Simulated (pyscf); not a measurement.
Structures and frequencies: ωB97X-D3(BJ)/def2-SVP in PySCF.

Q: What is the homolytic dissociation enthalpy (298 K, ωB97M-D3(BJ)/def2-TZVP) of the As–Ga bond of H₂As–GaH–AsH₂, to AsH₂• + [HGa–AsH₂]•?

A: As–Ga to AsH₂• + [HGa–AsH₂]•: 58.4 kcal/mol. The 7 functionals that were run give +55.6 (M06-2X) to +66.6 kcal/mol (ωB97X-D3(BJ)). The radicals are drawn with the spin at the cut bond; how far it spreads was not checked. Other isomers of [HGa–AsH₂]• were not searched in full and may lie lower. Elements up to Kr have no core potential and no relativistic terms here.
